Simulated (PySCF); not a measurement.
`InChI=1S/C4H6OSi/c5-4-2-1-3-6-4/h1-3,5H,6H2`

Geometry:
```csv
atom,x (Å),y (Å),z (Å)
O1,2.394,0.631,-0.250
C2,1.076,0.309,-0.096
C3,0.076,1.228,-0.261
C4,-1.293,0.723,-0.058
C5,-1.483,-0.591,0.272
Si6,0.225,-1.355,0.358
H7,2.923,-0.174,-0.090
H8,0.268,2.279,-0.527
H9,-2.136,1.426,-0.180
H10,-2.474,-1.031,0.436
H11,0.668,-1.856,1.714
H12,0.529,-2.434,-0.657
```

Theory: UKS PBE/cc-pVDZ four-point reorganisation energy, gas phase (PySCF 2.14.0). Geometry: PBE/cc-pVDZ.

Problem. What is the inner reorganisation energy for hole transfer, with the ionisation energy?

Solution. λ = 0.259 (surface of the oxidised species) + 0.263 (surface of the starting species) = 0.522 eV. The ionisation energy is 7.73 eV vertical and 7.47 eV adiabatic without zero-point energy; at the relaxed geometry of the oxidised species the two energies differ by 7.21 eV. Largest bond changes: C2–C3 1.368 → 1.420 Å, O1–C2 1.366 → 1.315 Å, C3–C4 1.473 → 1.423 Å, C4–C5 1.368 → 1.401 Å, Si6–C2 1.923 → 1.952 Å. ⟨S²⟩ of the relaxed oxidised species 0.757.
